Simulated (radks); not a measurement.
Task: The table gives one normalised radial function P(r) = r R(r) of K3+ in [Ne] 3s2 3p4 (r in bohr). Calculated with a radial shooting solver on a logarithmic mesh with Libxc functionals: non-relativistic Kohn-Sham, PBEsol, spin-polarised, spherical densities, point nucleus; open shells are filled with parallel spins first.

r         P
0.003761   0.0029
0.004781   0.0047
0.006029   0.0074
0.007604   0.0116
0.009666   0.0183
0.01219    0.0285
0.0155     0.0446
0.01954    0.0684
0.02484    0.1052
0.03133    0.1576
0.03951    0.2325
0.05023    0.3411
0.06335    0.4826
0.08053    0.6706
0.1016     0.8897
0.1291     1.1397
0.1628     1.3741
0.2053     1.5564
0.261      1.6351
0.3292     1.5635
0.4185     1.3299
0.5278     0.9936
0.6709     0.6200
0.8461     0.3225
1.067      0.1321
1.356      0.0385
1.711      0.0080
2.175      0.0010
2.743      0.0001
3.486      0.0000
4.397      0.0000

Which n and l does it have? It may be an empty orbital.

Result: n = 2, l = 1: the number of nodes gives n - l - 1 = 0, the rise at small r (about r^(l+1)) gives l, and the extent must fit the shell. The curve is that of 2p down; the table hardly tells the two spins apart. 2p down: eigenvalue -321.74 eV, 0 radial nodes, <r> = 0.351 bohr, 90 % of the charge inside 0.579 bohr.
